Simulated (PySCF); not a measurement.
# Reading the logs of faulty runs: BCGeH5Si

Calculated results; nothing here was measured. They come from PySCF 2.14.0, an open-source quantum chemistry program, on an isolated molecule that a program drew, which may never have been made. The molecule is BCGeH5Si (charge 0, singlet), drawn as the SMILES string `C=[B][GeH2][SiH]`.

Each row is a Hartree-Fock (HF) and frozen-core CCSD(T) single point in the cc-pV(D+d)Z basis, meant for a local HF minimum. Run 1 is clean. Each other run has one planted mistake out of seven kinds, and not every kind appears here: one electron removed, one electron added, multiplicity raised by two, geometry at a saddle point, minimal basis STO-3G, one bond length entered in bohr, all coordinates scaled. The reference is restricted for singlets and unrestricted otherwise, and also for a bond in bohr. Adding or removing an electron swaps singlet and doublet. Electrons count all cores. HOMO and LUMO are orbital energies over both spins, the gradient is its largest component, and the lowest frequency (negative if imaginary) is given only where the gradient is small. Bond lengths are over the 8 bonds as drawn. T1 is the CCSD diagnostic: over 0.02 (restricted) or 0.045 (unrestricted) a single reference is doubtful. Germanium has the cc-pVDZ-PP basis, with a core potential (ECP10MDF) in place of its 10 inner electrons, and its 3s, 3p and 3d shells are frozen in CCSD(T).

Geometry of the clean run:
```xyz
9
BCGeH5Si, angstrom
C    -1.5220   -2.3559   -1.3130
B    -0.3672   -1.8814   -1.9179
Ge    1.3586   -1.0940   -2.7000
Si    1.9562    0.9436   -1.4459
H    -1.8195   -3.3987   -1.3669
H    -2.1936   -1.7023   -0.7638
H     2.4598   -2.1589   -2.6150
H     1.1669   -0.7367   -4.1831
H     0.5843    1.5479   -1.6649
```

| run | electrons | basis functions | <S^2> | HOMO (eV) | LUMO (eV) | gradient (hartree/bohr) | lowest frequency (cm^-1) | mean bond (Å) | longest bond (Å) | T1 | HF (hartree) | CCSD(T) (hartree) | mistake |
|---|---|---|---|---|---|---|---|---|---|---|---|---|---|
| 1 | 62 | 99 | 0.000 | -8.59 | -0.19 | 1.0e-05 | 53 | 1.5830 | 2.466 | 0.0167 | -647.65490 | -648.11586 | no fault |
| 2 | 63 | 99 | 0.768 | -2.06 | 6.11 | 1.5e-02 | - | 1.5830 | 2.466 | 0.0205 | -647.69488 | -648.16603 | one electron added |
| 3 | 62 | 99 | 1.333 | -8.47 | 0.00 | 1.9e-02 | - | 1.7038 | 2.466 | 0.0905 | -647.52866 | -647.97952 | one bond length entered in bohr |
| 4 | 61 | 99 | 1.185 | -13.19 | -5.86 | 6.5e-02 | - | 1.5830 | 2.466 | 0.0767 | -647.39577 | -647.81013 | one electron removed |
| 5 | 62 | 99 | 2.013 | -8.43 | -0.44 | 2.8e-02 | - | 1.5830 | 2.466 | 0.0194 | -647.63996 | -648.08045 | multiplicity raised by two |
| 6 | 62 | 99 | 0.000 | -8.45 | -0.28 | 2.6e-02 | - | 1.6416 | 2.557 | 0.0170 | -647.64485 | -648.11124 | ? |

**Which mistake was planted in run 6, and what did it cost?**

The mean and the longest bond both change by the same factor, 1.037, and the gradient is no longer small. So the mistake is: all coordinates scaled. Subtracting run 1 and multiplying by 627.51 kcal/mol a hartree, the energy moved by 6.3 kcal/mol in HF and 2.9 kcal/mol in CCSD(T).

Cautions from the logs. Run 3: T1 is over the limit, so its CCSD(T) energy is less reliable; run 4: T1 is over the limit, so its CCSD(T) energy is less reliable.
